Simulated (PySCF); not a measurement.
Vertical excitations of a molecule C₂H₉ClSi₃ from TDA-PBE/def2-SVPD (PySCF), as energy in eV (oscillator strength): 4.46 (0.002), 5.28 (0.083), 5.30 (0.013), 5.56 (0.017), 5.67 (0.009), 5.96 (0.028). Lowest triplet (TDA): 3.91 eV. Geometry: r2SCAN-D4/def2-SVP. One conformer was computed; it need not be the lowest.

**Question.** Which structure fits?
(A) C[Si@@H]1C[SiH2][Si@@H]1Cl
(B) Cl[Si@@H]1C[SiH2]C[SiH2]1
(C) C=C([SiH3])[Si@@H]([SiH3])Cl
(D) [SiH3][SiH2]/C=C\[SiH2]Cl

**Answer.** A, C[Si@@H]1C[SiH2][Si@@H]1Cl
